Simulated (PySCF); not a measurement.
Ge(H)2(Vi)(OH), SMILES [GeH2]([CH]=C)[OH] (C2H6GeO), CAM-B3LYP/def2-SVP optimised geometry.

```
10

Ge    -1.54    -0.69     0.00
O     -2.20     0.97     0.00
C      0.40    -0.69     0.00
C      1.11    -1.06    -1.07
H     -2.04    -1.29    -1.31
H     -2.08    -1.44     1.23
H     -2.09     1.44     0.83
H      0.93    -0.37     0.90
H      0.62    -1.38    -2.00
H      2.20    -1.07    -1.07
```

Density from CAM-B3LYP/def2-TZVP (PySCF 2.14.0) at that geometry.

Minimum of the electron density along straight lines between bonded atoms, close to the bond critical point (lines longer than 1.1 times the sum of covalent radii, or with two minima, are not listed):

| bond | length / Å | ρ at the minimum / e bohr⁻³ | ∇²ρ there / e bohr⁻⁵ | position (fraction from the first atom) |
|---|---|---|---|---|
| Ge1–O2 | 1.782 | 0.142 | [?] | 0.47 |
| Ge1–C3 | 1.938 | 0.133 | [?] | 0.47 |
| C3–C4 | 1.333 | 0.352 | -1.07 | 0.50 |
| Ge1–H5 | 1.531 | 0.137 | 0.05 | 0.59 |
| Ge1–H6 | 1.542 | 0.134 | 0.05 | 0.59 |
| O2–H7 | 0.964 | 0.354 | [?] | 0.80 |
| C3–H8 | 1.097 | 0.275 | -0.95 | 0.65 |
| C4–H9 | 1.096 | 0.279 | -0.98 | 0.65 |
| C4–H10 | 1.095 | 0.279 | -0.98 | 0.65 |

**Question.** Fill in the missing entries.

**Answer.** 
- Ge1–O2, ∇²ρ there / e bohr⁻⁵: 0.63
- Ge1–C3, ∇²ρ there / e bohr⁻⁵: 0.12
- O2–H7, ∇²ρ there / e bohr⁻⁵: -2.35
